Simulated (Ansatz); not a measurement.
Ansatz (a quantum-chemistry and plane-wave program) input (HSE06/def2-TZVPD):

Ansatz 0.2 input:
```yaml
crystal:
  periodic: [false, false, false]
  atoms:
    - {symbol: F, position_ang: [-1.21273912, 0.27443435, -0.27944097]}
    - {symbol: B, position_ang: [-0.03125301, -0.00290499, -0.02162157]}
    - {symbol: O, position_ang: [1.13937715, -0.22012012, 0.31704327]}
    - {symbol: H, position_ang: [1.95589989, -0.69442324, 0.08673045]}
basis:
  gaussian:
    orbitals: def2-TZVPD
hamiltonian:
  xc: {name: HSE06}
total_charge: 1
output: {forces: true}
```

End of the output:

```
integrals: 0.03 GiB planned
597 factors; their error is unknown
integrals: 0.07 GiB planned
64 factors; integrals over basis functions are off by at most 4.4e-5 eV
mean field: 0.36 GiB planned
mean field evaluation 1: about -5432.5302 eV, gradient 1.0e2 eV
mean field evaluation 2: about -5409.0065 eV, gradient 1.5e2 eV
mean field evaluation 4: about -5445.9745 eV, gradient 6.7e0 eV
mean field evaluation 8: about -5446.0571 eV, gradient 1.9e-1 eV
mean field -5446.05716083 eV, -200.1389091905 hartree, gradient 2.8e-5 eV, S^2 0.000000; 0 other end points of the search recorded, 0 dependent functions left out
the calculation of the forces begins
reference -5446.05720041 eV, -200.1389106449 hartree; 11, 11 occupied and 115, 115 virtual orbitals, 597 factors
Total energy: -5446.05720041 eV, -200.1389106449 hartree
Atom 0 at    -1.212739     0.274434    -0.279441 Å, force     0.194444    -0.044834     0.043601 eV/Å
Atom 1 at    -0.031253    -0.002905    -0.021622 Å, force    -0.067791     0.005775    -0.029445 eV/Å
Atom 2 at     1.139377    -0.220120     0.317043 Å, force    -0.007921    -0.008780    -0.017105 eV/Å
Atom 3 at     1.955900    -0.694423     0.086730 Å, force    -0.118733     0.047838     0.002949 eV/Å
Dipole moment:     0.564729    -0.262468    -0.064518 e Å
```

It need not be the lowest isomer of its formula.
